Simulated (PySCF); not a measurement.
Molfile (atoms numbered from 1):
```
C6H11F3
     RDKit          3D

 20 19  0  0  0  0  0  0  0  0999 V2000
    1.1875   -0.8716    0.9211 C   0  0  0  0  0  0  0  0  0  0  0  0
    0.7703   -0.0792   -0.3120 C   0  0  2  0  0  0  0  0  0  0  0  0
    1.5627    1.2131   -0.3977 C   0  0  0  0  0  0  0  0  0  0  0  0
    2.8880    0.9272   -0.4536 F   0  0  0  0  0  0  0  0  0  0  0  0
    1.2523    1.8782   -1.5383 F   0  0  0  0  0  0  0  0  0  0  0  0
   -0.7473    0.1633   -0.4300 C   0  0  1  0  0  0  0  0  0  0  0  0
   -1.4796   -1.0820   -0.9198 C   0  0  0  0  0  0  0  0  0  0  0  0
   -1.3890    0.6361    0.8605 C   0  0  0  0  0  0  0  0  0  0  0  0
   -0.7336    1.7298    1.3837 F   0  0  0  0  0  0  0  0  0  0  0  0
    1.0065   -0.2999    1.8447 H   0  0  0  0  0  0  0  0  0  0  0  0
    0.6364   -1.8205    0.9937 H   0  0  0  0  0  0  0  0  0  0  0  0
    2.2592   -1.1086    0.8796 H   0  0  0  0  0  0  0  0  0  0  0  0
    1.0752   -0.6392   -1.2141 H   0  0  0  0  0  0  0  0  0  0  0  0
    1.3888    1.8907    0.4526 H   0  0  0  0  0  0  0  0  0  0  0  0
   -0.8877    0.9557   -1.1837 H   0  0  0  0  0  0  0  0  0  0  0  0
   -1.3603   -1.9265   -0.2223 H   0  0  0  0  0  0  0  0  0  0  0  0
   -1.0947   -1.4011   -1.8992 H   0  0  0  0  0  0  0  0  0  0  0  0
   -2.5589   -0.8952   -1.0317 H   0  0  0  0  0  0  0  0  0  0  0  0
   -1.3778   -0.1631    1.6220 H   0  0  0  0  0  0  0  0  0  0  0  0
   -2.4397    0.9199    0.6808 H   0  0  0  0  0  0  0  0  0  0  0  0
  1  2  1  0
  2  3  1  0
  3  4  1  0
  3  5  1  0
  2  6  1  0
  6  7  1  0
  6  8  1  0
  8  9  1  0
  1 10  1  0
  1 11  1  0
  1 12  1  0
  2 13  1  6
  3 14  1  0
  6 15  1  6
  7 16  1  0
  7 17  1  0
  7 18  1  0
  8 19  1  0
  8 20  1  0
M  END
```

Geometry: PBE0-D3(BJ)/def2-SVP; GIAO absolute shieldings from PySCF 2.14, gas phase, non-relativistic, averaged over equivalent atoms.

At wB97X-D/pcSseg-1 (208 basis functions, 46 s wall time on 1 thread of an Arm Neoverse V1, shared host):
```tsv
atoms	σ (ppm)
C3	62.3
C8	97.7
C2	139.9
C6	152.6
C7	169.2
C1	176.1
F4	319.0
F5	322.7
F9	419.6
H14	25.57
H20	27.05
H19	27.25
H15	29.17
H13	29.95
H10/H11/H12	30.34
H16/H17/H18	30.61
```

Question: Predict the values at PBE0/pcSseg-1 on the same geometry.

Answer: 
| atoms | σ at PBE0/pcSseg-1 | change |
| --- | --- | --- |
| C3 | 62.2 | -0.1 |
| C8 | 97.7 | +0.0 |
| C2 | 139.5 | -0.4 |
| C6 | 152.3 | -0.3 |
| C7 | 169.4 | +0.2 |
| C1 | 176.7 | +0.6 |
| F4 | 314.8 | -4.2 |
| F5 | 319.2 | -3.5 |
| F9 | 415.7 | -3.9 |
| H14 | 25.42 | -0.15 |
| H20 | 26.92 | -0.13 |
| H19 | 27.12 | -0.13 |
| H15 | 29.00 | -0.17 |
| H13 | 29.82 | -0.13 |
| H10/H11/H12 | 30.25 | -0.09 |
| H16/H17/H18 | 30.50 | -0.11 |

The largest change is at F4 (fluorine of a CF2 group). Cost: 208 basis functions, 40 s wall time on 1 thread of an Arm Neoverse V1, shared host. The order of the carbon signals is the same at both levels.
